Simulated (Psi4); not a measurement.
HF₂OS (SMILES [OH+]=S(F)F), charge +1, singlet, geometry from GFN2-xTB.

Input for Psi4:
```
memory 2 GB

molecule mol {
1 1
  O     1.292238   -0.536346    0.124384
  S    -0.122331   -0.085726    0.462428
  F    -0.980179   -0.706323   -0.735271
  F    -0.164806    1.398706   -0.129337
  H     1.924263   -0.569057   -0.612460
}

set basis cc-pvdz
set reference rhf
set freeze_core true
set mp2_type conv
set scf_type pk
set puream true
set d_convergence 1e-8

energy('mp2')
print_variables()
```

Problem. Estimate the MP2 correlation energy that MP2/cc-pVDZ in Psi4 returns for this input.

Solution. -0.7043 Eh

Problem. Estimate the nuclear repulsion energy that MP2/cc-pVDZ returns for this input.

Solution. 200.6637 Eh

Problem. What total energy does MP2/cc-pVDZ give?

Solution. -672.1533 Eh

Problem. Estimate the number of basis functions that MP2/cc-pVDZ returns for this input.

Solution. 65
